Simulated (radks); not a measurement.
Values are calculated unless marked as measured or tabulated.
Spherical quantum dot in the effective-mass picture: electrons in a parabolic well V = omega^2 r^2 / 2 with omega = 0.172, all in effective atomic units (hartree* = m*/eps^2 hartree, bohr* = eps/m* bohr), one dielectric constant everywhere. Level of theory: non-relativistic Kohn-Sham, PBE, spin-polarised, spherical densities (a radial shooting solver with Libxc functionals). Levels are named by radial order and angular momentum (1s, 1p, 1d, 2s, ...), and open shells are averaged over m. Each electron was tried in the lowest free levels, single moves between levels near the top were tried too, and the lowest total energy was kept; such a search can miss a lower state. The series stops at N = 6: beyond it a trial failed or the search could not be trusted, so later rows were left out. At N = 1 the Hartree and exchange-correlation terms need not cancel, so that row can carry a self-interaction error.

| N | open shells | 2S | E (hartree*) | mu = E(N) - E(N-1) (hartree*) | addition energy mu(N+1) - mu(N) (hartree*) | rms radius (bohr*) |
|---|---|---|---|---|---|---|
| 1 | 1s(up 1, down 0) | 1 | 0.256919 | 0.25692 | 0.2787 | 2.966 |
| 2 | none | 0 | 0.792527 | 0.53561 | 0.3134 | 3.384 |
| 3 | 1p(up 1, down 0) | 1 | 1.64154 | 0.84902 | 0.1717 | 3.895 |
| 4 | 1p(up 2, down 0) | 2 | 2.66230 | 1.0208 | 0.1696 | 4.228 |
| 5 | 1p(up 3, down 0) | 3 | 3.85264 | 1.1903 | 0.2038 | 4.493 |
| 6 | 1p(up 3, down 1) | 2 | 5.24682 | 1.3942 | - | 4.740 |

All shells are closed at N = 2 (there: 1s2); the second difference of the energy has clear peaks (12 % above both neighbours; the first and last values, which can be the largest, are not judged, and half-filled shells can peak too) at N = 2.
